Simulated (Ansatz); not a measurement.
Species: C$_{2}$H$_{4}$OS, SMILES `CC(S)=O` (O–C–S–H torsion 180°) (charge 0, multiplicity 1), formula C2H4OS.

Q: How many basis functions does frozen-core CCSD(T)/cc-pVTZ // B3LYP-D3(BJ)/def2-TZVP run with Ansatz (a first-principles code) use, how many core orbitals are frozen, and how many electrons are correlated?

A: 180 basis functions and 8 frozen orbitals, which leaves 24 correlated electrons. Core time is of the order of minutes.
